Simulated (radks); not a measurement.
Q: The mean radii <r> (bohr) of the occupied orbitals of an atom or ion are listed with their occupations. All-electron calculation, Dirac Kohn-Sham, LDA (Slater exchange, VWN5 correlation), spin-unpolarised, spherical densities, point nucleus. Program: a radial shooting solver on a logarithmic mesh with Libxc functionals.

| orbital | occ. | <r> |
|---|---|---|
| 1s1/2 | 2 | 0.02509 |
| 2s1/2 | 2 | 0.1069 |
| 2p1/2 | 2 | 0.08982 |
| 2p3/2 | 4 | 0.09589 |
| 3s1/2 | 2 | 0.2821 |
| 3p1/2 | 2 | 0.2713 |
| 3p3/2 | 4 | 0.2829 |
| 3d3/2 | 4 | 0.2526 |
| 3d5/2 | 6 | 0.2562 |
| 4s1/2 | 2 | 0.5940 |
| 4p1/2 | 2 | 0.5987 |
| 4p3/2 | 1 | 0.6166 |
| 5p1/2 | 1 | 1.065 |

Name the element and its charge. Open shells, if any, fill j = l - 1/2 first.

A: Z = 57, lanthanum, charge +23: La23+ in [Ar] 3d10 4s2 4p3 5p1. The 1s radius gives Z: for a bare nucleus <r> = (2 gamma + 1)/(2Z) with gamma = sqrt(1 - (Z/c)^2), 0.02473 bohr for Z = 57, and screening makes it slightly larger (0.02509 here). The occupations add up to 34, and the charge is Z minus that.
